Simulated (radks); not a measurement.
Problem. These are the eigenvalues of the occupied orbitals of an atom or ion with whole-number occupations (hartree). Calculated with a radial shooting solver on a logarithmic mesh with Libxc functionals: scalar-relativistic Kohn-Sham, BP86, spin-unpolarised, spherical densities, point nucleus.

| orbital | eigenvalue |
|---|---|
| 1s | -22.87446 |
| 2s | -2.35400 |
| 2p | -1.82535 |

Which element is it, and in what charge state? The configuration may be excited.

Solution. Z = 8, oxygen, charge +2: O2+ in 1s1 2s2 2p3. The list shows which subshells hold electrons but not how many an open one holds; the 1s level, -22.874 hartree, gives Z - s = 6.8 by -(Z - s)^2/2, which with screening and relativity narrows Z to a few neighbours, and the depths of the outer levels then fix element, charge and occupations together.
